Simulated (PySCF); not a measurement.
**Stretching BrF⁺**

Set-up: Br 6-31G(d,p), F 6-31G(d,p); no relativity (PySCF 2.14). Energies in eV from Br⁺ + F in their ground configurations at the same level. State: ²Π (doublet), unpaired electrons π ↑.

| R (Å) | UHF-CCSD(T) | BHandHLYP | PBEsol | PBE0 |
| --- | --- | --- | --- | --- |
| 1.464 |  | -0.531 | -2.090 | -1.135 |
| 1.532 | -1.273 | -1.377 | -3.012 | -2.017 |
| 1.600 | -1.812 | -1.818 | -3.532 | -2.493 |
| 1.651 | -2.021 | -1.957 | -3.730 | -2.657 |
| 1.702 | -2.107 | -1.974 | -3.805 | -2.698 |
| 1.753 | -2.099 | -1.899 | -3.787 | -2.645 |
| 1.821 | -1.985 | -1.697 | -3.655 | -2.470 |
| 1.906 | -1.744 | -1.345 | -3.377 | -2.138 |
| 2.008 | -1.378 | -0.919 | -2.949 | -1.655 |
| 2.144 |  | -0.561 | -2.322 | -1.037 |

Question: Put a parabola through the three lowest points of the UHF-CCSD(T) curve and estimate Re, k and ωe (reduced mass 15.31 u; 1 eV/Å² = 0.16022 mdyn/Å; ωe = 1302.8·√(k/μ) cm⁻¹).

Answer: Through R = 1.651, 1.702, 1.753 Å the second-order coefficient is 18.1 eV/Å², so Re ≈ 1.723 Å, k ≈ 5.79 mdyn/Å and ωe ≈ 801 cm⁻¹. A polynomial fit of higher order to the unrounded UHF-CCSD(T) energies gives Re = 1.722 Å, k = 5.06 mdyn/Å, ωe = 749 cm⁻¹; anharmonicity and rounding make the difference.

The higher-order fit for each curve: UHF-CCSD(T): Re = 1.722 Å, ωe = 749 cm⁻¹, De = 2.11 eV; BHandHLYP: Re = 1.684 Å, ωe = 830 cm⁻¹, De = 1.98 eV; PBEsol: Re = 1.716 Å, ωe = 767 cm⁻¹, De = 3.81 eV; PBE0: Re = 1.697 Å, ωe = 808 cm⁻¹, De = 2.70 eV.

Correlated steps freeze 10 core orbitals. Correlated levels converge slowly with the basis: in double zeta they bind strong bonds too weakly, by up to about 1 eV, and carry superposition errors of some tenths. ⟨S²⟩ of the unrestricted solution departs from its pure value on part of the curve, where spin states mix. Spin–orbit coupling is left out. For an ion De counts to the pair picked by the measured ionisation energies or electron affinities, which need not be the lowest pair at this level. The state is the lowest determinant that a PBE0 search found; another state may lie lower at other levels.
